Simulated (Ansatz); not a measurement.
The cluster AlO3H3, relaxed as a singlet with RKS PBE0-D4/def2-TZVP in Ansatz, starting from the GFN2-xTB geometry. Force threshold 0.02 eV/Å.

The structure holds 1 bond(s) between oxygen atoms. Another isomer (singlet) lies 4.68 eV lower at PBE0-D4/def2-TZVP; other spin states weren't run for this one.

Start:

```tsv
atom	x (Å)	y (Å)	z (Å)
Al1	-0.4792	0.2274	0.1111
O2	0.6445	-1.1114	-0.5804
O3	0.2938	1.4147	0.9321
O4	-0.1291	-0.2906	-1.5222
H5	0.7464	2.1006	1.3988
H6	0.6483	-1.9687	-1.0242
H7	-1.7248	-0.3720	0.6849
```

(1) Estimate the energy that the relaxation releases and the steps that it takes.

(2) Does the start keep its bonding?

(3) Predict the relaxed structure.

Results:

(1) 0.37 eV, in 14 steps; 14 s on 4 threads of Arm Neoverse V2 on a shared host. No frequencies were taken in this run, so the end may be a saddle point.

(2) By distances, no bond broke or formed. The bond that changes most is Al1–H7, from 1.50 to 1.57 Å (atoms count from 1).

(3) 
Cartesian coordinates in Å:
```
Al -0.498 0.180 0.202
O 0.782 -1.040 -0.596
O 0.118 1.421 1.167
O 0.084 -0.052 -1.460
H 0.885 1.944 0.942
H 0.430 -1.884 -0.911
H -1.800 -0.567 0.656
```
Bond lengths: 3 × Al–O 1.69 to 1.94 Å; 1 × O–O 1.49 Å; 2 × H–O 0.95 to 0.97 Å; 1 × Al–H 1.57 Å.
